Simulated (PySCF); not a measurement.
This PySCF input asks for the NMR shieldings of SMILES BCSBC(C)C, C4H12B2S; the geometry comes from GFN2-xTB.

```python
import basis_set_exchange as bse
import numpy as np
from pyscf import gto, dft
from pyscf.prop import nmr

atoms = """
B     2.889604    0.512164   -0.112252
C     2.892845   -0.994233   -0.517271
S     1.436024   -0.295590   -1.403445
B     0.138383   -0.353072   -0.183647
C    -1.273527    0.281166   -0.531645
C    -2.352443   -0.812114   -0.610473
C    -1.683749    1.318219    0.525667
H     2.410744    0.839711    0.908445
H     3.506315    1.282850   -0.743399
H     3.586561   -1.367727   -1.260927
H     2.585219   -1.780415    0.161591
H     0.333012   -0.892929    0.834093
H    -1.254637    0.790196   -1.502444
H    -3.316534   -0.371822   -0.857335
H    -2.102508   -1.544248   -1.375089
H    -2.443655   -1.327740    0.343046
H    -1.751173    0.855038    1.507626
H    -0.956061    2.125133    0.576088
H    -2.654224    1.744665    0.279400
"""
names = dict.fromkeys(["B", "C", "S", "H"], "pcSseg-1")
basis = {el: gto.basis.parse(bse.get_basis(n, elements=[el], fmt="nwchem")) for el, n in names.items()}
mol = gto.M(atom=atoms, basis=basis, charge=0, verbose=0)
mf = dft.RKS(mol, xc="PBE0")
mf.grids.level = 2
mf.grids.alignment = dft.numint.BLKSIZE   # the property module wants whole blocks of grid points
mf.conv_tol = 1e-9
mf.kernel()

calc = nmr.RKS(mf)   # GIAO
C = mf.mo_coeff
Co = C[:, mf.mo_occ > 0]
resp = mf.gen_response(singlet=True, hermi=2)
def vind(x):   # induced exchange potential for any number of trial vectors
    d = np.einsum("pi,xij,qj->xpq", C, 2 * x.reshape(-1, C.shape[1], Co.shape[1]), Co, optimize=True)
    return np.einsum("xpq,pi,qj->xij", resp(d - d.transpose(0, 2, 1)), C, Co, optimize=True).ravel()
mo1, _ = nmr.rhf.solve_mo1(calc, with_cphf=vind)
sigma = calc.kernel(mo1)
for i, s in enumerate(sigma):   # ppm
    w = np.linalg.eigvalsh((s + s.T) / 2)
    print("%2d %-2s iso %8.1f  s11 %8.1f  s22 %8.1f  s33 %8.1f" % (i, mol.atom_pure_symbol(i), w.mean(), *w))
```

Q: Give the expected output.

A: 
```
 0 B  iso    106.1  s11     78.1  s22     95.6  s33    144.6
 1 C  iso    150.9  s11    121.1  s22    139.6  s33    192.0
 2 S  iso    650.0  s11    349.7  s22    614.9  s33    985.5
 3 B  iso     19.6  s11    -46.7  s22      4.2  s33    101.3
 4 C  iso    156.6  s11    140.7  s22    162.6  s33    166.6
 5 C  iso    167.3  s11    155.6  s22    159.3  s33    186.8
 6 C  iso    165.6  s11    154.9  s22    155.8  s33    186.1
 7 H  iso     28.8  s11     25.8  s22     28.1  s33     32.6
 8 H  iso     28.7  s11     25.7  s22     27.1  s33     33.3
 9 H  iso     29.0  s11     23.9  s22     25.5  s33     37.7
10 H  iso     29.2  s11     24.0  s22     26.6  s33     36.9
11 H  iso     25.4  s11     19.7  s22     26.3  s33     30.2
12 H  iso     30.0  s11     27.4  s22     29.1  s33     33.4
13 H  iso     30.5  s11     26.6  s22     27.8  s33     37.1
14 H  iso     30.7  s11     25.5  s22     29.4  s33     37.3
15 H  iso     30.8  s11     27.2  s22     28.8  s33     36.5
16 H  iso     30.7  s11     27.4  s22     28.6  s33     36.1
17 H  iso     30.6  s11     25.5  s22     29.3  s33     37.1
18 H  iso     30.6  s11     26.5  s22     28.0  s33     37.2
```

These numbers come from an equivalent density-fitted implementation of the same equations, which agrees with the script to about 0.01 ppm for H and up to a few tenths of a ppm for heavy atoms, so last digits may differ.

Size and cost of the density-fitted run: 186 basis functions, 26 s wall time on 1 thread of an Arm Neoverse V2, shared host; peak memory 0.84 GiB.
